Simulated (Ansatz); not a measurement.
```yaml
crystal:
  periodic: [false, false, false]
  atoms:
    - {symbol: O, position_ang: [-3.019343, -0.199857, 0.355553]}
    - {symbol: Si, position_ang: [-1.447499, -0.182199, 0.820023]}
    - {symbol: Cl, position_ang: [-1.021363, 1.543653, 1.879104]}
    - {symbol: Si, position_ang: [0.081328, -0.222848, -0.951088]}
    - {symbol: Si, position_ang: [2.251207, 0.077969, -0.131654]}
    - {symbol: H, position_ang: [-3.313131, 0.461187, -0.273771]}
    - {symbol: H, position_ang: [-1.309980, -1.317393, 1.758446]}
    - {symbol: H, position_ang: [-0.032313, -1.515519, -1.684279]}
    - {symbol: H, position_ang: [-0.270328, 0.879922, -1.891872]}
    - {symbol: H, position_ang: [2.826068, -0.631415, 1.226039]}
    - {symbol: H, position_ang: [2.526068, -0.931415, 0.926039]}
    - {symbol: H, position_ang: [2.382593, 1.438937, 0.449100]}
basis:
  gaussian: {orbitals: "6-31G*"}
hamiltonian: {xc: {name: RPBE}, pseudopotentials: {relativity: scalar}}
scf: {lower_state_search: light}
output: {forces: true}
```

```sh
$ ansatz run in.yaml --threads 4 --pin off --events-out ev --progress --plain --max-ram 10444MiB
```

It prints (some lines left out):

```
Functional definition: RPBE
1292 factors; their error is unknown
mean field evaluation 1: about -38381.3712 eV, gradient 5.4e1 eV
mean field evaluation 2: about -38335.5417 eV, gradient 1.5e2 eV
mean field evaluation 4: about -38386.5763 eV, gradient 9.9e0 eV
mean field evaluation 8: about -38386.9244 eV, gradient 2.1e-1 eV
mean field evaluation 16: about -38386.8112 eV, gradient 1.2e-4 eV
mean field -38386.81115395 eV, -1410.6892903926 hartree, gradient 3.2e-5 eV, S^2 0.000000; 0 other end points of the search recorded, 0 dependent functions left out
reference -38386.81119821 eV, -1410.6892920192 hartree; 37, 37 occupied and 68, 68 virtual orbitals, 1292 factors
Total energy: -38386.81119821 eV, -1410.6892920192 hartree
Relativity: scalar
Atom 0 at    -3.019343    -0.199857     0.355553 Å, force    -1.312392    -0.745658     0.395480 eV/Å
Atom 1 at    -1.447499    -0.182199     0.820023 Å, force     0.708109    -0.145971    -0.519685 eV/Å
Atom 2 at    -1.021363     1.543653     1.879104 Å, force     0.117181     0.641566     0.520154 eV/Å
Atom 3 at     0.081328    -0.222848    -0.951088 Å, force    -0.510798    -0.394955     1.229555 eV/Å
Atom 4 at     2.251207     0.077969    -0.131654 Å, force     0.868934     2.448911    -5.836940 eV/Å
Atom 5 at    -3.313131     0.461187    -0.273771 Å, force    -0.172367     0.577817    -0.554216 eV/Å
Atom 6 at    -1.309980    -1.317393     1.758446 Å, force     0.034420    -0.262318     0.234079 eV/Å
Atom 7 at    -0.032313    -1.515519    -1.684279 Å, force     0.090306    -0.175234    -0.156114 eV/Å
Atom 8 at    -0.270328     0.879922    -1.891872 Å, force     0.280077     0.267465    -0.122509 eV/Å
Atom 9 at     2.826068    -0.631415     1.226039 Å, force    10.958093    10.963709    12.856387 eV/Å
Atom 10 at     2.526068    -0.931415     0.926039 Å, force   -10.845657   -13.180906    -8.995891 eV/Å
Atom 11 at     2.382593     1.438937     0.449100 Å, force    -0.215906     0.005575     0.949701 eV/Å
Dipole moment:     0.023613    -0.202269     0.109288 e Å
```

(1) What is wrong with this run?

Results:

(1) One atom was put on top of another. The calculation finished and met its thresholds. The result belongs to that input, not to the molecule as meant.
